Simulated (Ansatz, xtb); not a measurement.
**Two conformers of C2H4BBr**

Structure a: `C=CBBr`, a singlet. Structure b: `C=CBBr`, a singlet. Both are isolated molecules in the gas phase, relaxed with B3LYP/6-31G*.

a (Å):

```tsv
atom	x (Å)	y (Å)	z (Å)
C	0.9495	0.2926	2.2364
C	1.1049	-1.0383	2.3600
B	0.9135	-2.0658	1.2309
Br	0.4063	-1.5473	-0.5693
H	0.6663	0.7446	1.2885
H	1.0979	0.9764	3.0702
H	1.3904	-1.4228	3.3410
H	1.0630	-3.2357	1.3874
```

b (Å):

```xyz
8

C    -0.5183   -0.1962    0.7760
C     0.6145   -0.6840    0.2339
B    -0.4941    1.1347    1.5347
Br   -2.1044    1.8610    2.3242
H     0.4964    1.7800    1.6759
H    -1.4393   -0.7678    0.6606
H     0.6486   -1.6245   -0.3141
H     1.5585   -0.1499    0.3223
```

Problem. Which of the two would you expect CCSD(T)/def2-TZVP electronic energies to favour?

Solution. Structure b; the calculation gives E(b) − E(a) = −1.26 kcal/mol.

The same difference at several levels:

```tsv
level	geometry	E(b) − E(a) (kcal/mol)	departure from the last row (kcal/mol)	job, with rough time for the two
B3LYP/6-31G*	B3LYP/6-31G*	−1.46	−0.21	optimisation, 27 s
HF/def2-TZVP	B3LYP/6-31G*	−1.59	−0.34	part of the CCSD(T) run
MP2/def2-TZVP	B3LYP/6-31G*	−1.28	−0.03	part of the CCSD(T) run
CCSD(T)/def2-TZVP	B3LYP/6-31G*	−1.26		single point, 1.9 min
```

None of the levels shown reverses the order. The largest departure from CCSD(T)/def2-TZVP is that of HF/def2-TZVP, 0.34 kcal/mol. Levels run at GFN2-xTB geometries aren't shown.

With harmonic frequencies from B3LYP/6-31G* (ideal gas, rigid rotor, one conformer each, 298.15 K, 1 atm): the zero-point term adds 0.00 kcal/mol; ΔH is −1.23 and ΔG −1.18 kcal/mol.

The correlated steps freeze 12 core orbitals; the filled d shell of Br is correlated, in a basis made for valence electrons. Run with Ansatz 0.2.0; the last row on 2 threads of Arm Neoverse V1 on a shared host.
